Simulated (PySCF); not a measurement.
# Correlation energy of Co²³⁺ (cobalt, charge +23)

[He] 2s2, closed-shell 1S. Computed with PySCF 2.14 in an uncontracted even-tempered set (19 s from 6 bohr⁻², ratio 2.2; 8 p from 9.3 bohr⁻², ratio 2.4; 6 d from 28 bohr⁻², ratio 2.4; 5 f from 42 bohr⁻², ratio 2.4; 4 g from 63 bohr⁻², ratio 2.4), with scalar relativity by spin-free X2C-1e. Frozen: nothing; 4 electrons correlated; the 9 highest virtual orbitals of each spin left out.

MP2 pair energies summed by pair of shells (mhartree):

| pair | energy | share (%) |
| --- | --- | --- |
| 2s-2s | -166.42 | 73.5 |
| 1s-1s | -44.00 | 19.4 |
| 1s-2s | -16.16 | 7.1 |

Total MP2 correlation energy: -226.58 mhartree.

Same-spin part -3.89 and opposite-spin part -222.69 mhartree; SCS-MP2 scales them by 1/3 and 6/5 to -268.53 mhartree.

MP2 falls well short for the outer s pair, which is nearly degenerate with np².
